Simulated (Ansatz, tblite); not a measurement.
Cost and result up the ladder for cyclo-(Me2SnS)3 (C₆H₁₈S₃Sn₃) (30 atoms). Charge 0, multiplicity 1. Geometry: PBE-D4/def2-SVP.

```xyz
30

Sn   -0.8838    0.6456    2.0183
C    -1.9671   -1.2311    2.0794
C    -0.8504    1.7494    3.8821
S    -1.8968    2.1559    0.3695
Sn   -0.8431    1.2996   -1.6751
C     1.1392    2.1476   -1.9031
C    -2.2263    1.7383   -3.2834
S    -0.7247   -1.1587   -1.5849
Sn    1.3105   -1.4815   -0.2510
C     1.0854   -3.4393    0.6530
C     3.0816   -1.2543   -1.4844
S     1.4862    0.2643    1.4656
H    -1.4454   -1.9384    2.7524
H    -2.0123   -1.6306    1.0487
H    -2.9909   -1.0393    2.4544
H    -0.4187    1.1148    4.6793
H    -1.8829    2.0428    4.1525
H    -0.2310    2.6557    3.7492
H     1.6682    1.6351   -2.7294
H     1.6787    2.0060   -0.9476
H     1.0439    3.2274   -2.1276
H    -2.3948    2.8311   -3.3353
H    -1.8044    1.3770   -4.2406
H    -3.1843    1.2252   -3.0798
H     1.9353   -3.6256    1.3371
H     0.1366   -3.4640    1.2201
H     1.0642   -4.2116   -0.1398
H     2.8568   -1.6262   -2.5022
H     3.9193   -1.8326   -1.0493
H     3.3510   -0.1828   -1.5282
```

Ansatz on 2 threads of AMD EPYC 7R13 on a shared host and a share (18 GiB) of an NVIDIA H100 80GB HBM3; xTB runs through tblite on one thread. Times are rough, summed over both states, and most runs start from the orbitals of an earlier one. PBE0-D4/def2-TZVP serves as the yardstick here, not as an exact answer. The other state is a doublet.

In the def2 sets Sn takes a core potential; there is no spin–orbit coupling. The xTB rows come from tblite. Single mean-field runs in def2-TZVP are fitted with def2-universal-jkfit.

Raw xTB energies of ions are shifted by several eV.

```
                         level  functions  vertical IE (eV)  difference from PBE0-D4/def2-TZVP (eV)
             PBE0-D4/def2-TZVP        555              8.04                                    0.00
              PBE-D4/def2-TZVP        555              7.57                                   -0.47
                      GFN1-xTB        114             12.89                                    4.85
B97M-V/def2-TZVP (with forces)        555              7.87                                   -0.17
                      GFN2-xTB         96             12.08                                    4.04
```

Question: Estimate how long each takes.

Answer: GFN1-xTB 0.14 s; GFN2-xTB 0.14 s; PBE-D4/def2-TZVP 35 s; PBE0-D4/def2-TZVP 45 s; B97M-V/def2-TZVP (with forces) 53 s. On shared hardware such times vary by a factor of up to 3.
